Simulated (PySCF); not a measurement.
thiourea (CH4N2S), SMILES NC(N)=S.

Coordinates come from a B3LYP-D3(BJ)/def2-SVP optimisation. The values are those of a single conformer.

Calculation: TDA-CAM-B3LYP/def2-SVPD run with PySCF 2.14.0.

Vertical excitations. Gas-phase values at a fixed geometry. State labels are in the subgroup C2.

```csv
state,symmetry,energy (eV),λ (nm),f,main pairs
S1,A,4.04,307,0.000,HOMO→LUMO 95 %
S2,A,5.42,229,0.271,HOMO−1→LUMO 86 %
S3,B,5.63,220,0.059,HOMO→LUMO+1 83 %
S4,B,5.80,214,0.026,HOMO−1→LUMO+1 85 %
S5,B,6.53,190,0.001,"HOMO→LUMO+3 67 %, HOMO→LUMO+4 23 %"
S6,B,6.78,183,0.005,HOMO−1→LUMO+3 78 %
S7,A,6.83,181,0.010,"HOMO−1→LUMO+2 61 %, HOMO−2→LUMO+1 18 %, HOMO→LUMO+2 17 %"
S8,B,6.94,179,0.013,"HOMO→LUMO+4 62 %, HOMO→LUMO+3 16 %"
S9,A,6.95,178,0.007,"HOMO→LUMO+2 61 %, HOMO−1→LUMO+2 17 %"
S10,B,7.21,172,0.234,HOMO−2→LUMO 79 %
T1,A,3.67,338,0,"HOMO−1→LUMO 68 %, HOMO→LUMO 26 %"
T2,A,3.81,325,0,"HOMO→LUMO 69 %, HOMO−1→LUMO 27 %"
T3,B,5.45,227,0,"HOMO→LUMO+1 77 %, HOMO→LUMO+3 12 %"
T4,B,5.64,220,0,HOMO−1→LUMO+1 78 %
```
Triplets are in the Tamm–Dancoff approximation.
